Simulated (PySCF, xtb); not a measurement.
C4H8O, SMILES C1CCOC1.

GFN2-xTB run with xtb 6.7.1 at its own geometry gives an orbital gap of 11.03 eV and a dipole moment of 2.02 D.

Geometry: PBE0-D3(BJ)/def2-SVP. Other conformers were not sampled.

Problem. What does PBE/def2-TZVP in PySCF give? (An estimate is asked for; the answer gives what the named calculation found.)

Solution. gap 5.82 eV (levels -5.46 and 0.36 eV), dipole 1.65 D.
